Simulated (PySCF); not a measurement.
AlPb, CCSD(T): how much the basis matters

PySCF, UHF reference; quartet, unpaired electrons σ ↑, π ↑↑; De to Al + Pb without counterpoise correction. Frozen cores follow the default of each basis and core potential.

```csv
basis,relativity,functions,Re (Å),ωe (cm⁻¹),De (eV),frozen orbitals
def2-SVP,scalar-relativistic core potentials,44,2.735,246,1.85,9
cc-pV(D+d)Z/cc-pVDZ-PP,scalar-relativistic core potentials,46,2.750,243,1.81,9
def2-SVPD,scalar-relativistic core potentials,56,2.741,241,1.84,9
```

How does each smaller set differ from the one with most functions, def2-SVPD?

def2-SVP: -0.6 pm, +2.1 % in ωe, +0.01 eV in De; cc-pV(D+d)Z/cc-pVDZ-PP: +0.9 pm, +0.8 % in ωe, -0.03 eV in De. All at CCSD(T); the set with most functions is neither the basis-set limit nor always the best.

Correlated steps freeze 9 core orbitals. Correlated levels converge slowly with the basis: in double zeta they bind strong bonds too weakly, by up to about 1 eV, and carry superposition errors of some tenths. Spin–orbit coupling is left out, which matters for elements this heavy, above all for dissociation energies. The state is the lowest determinant that a PBE0 search found; another state may lie lower at other levels.
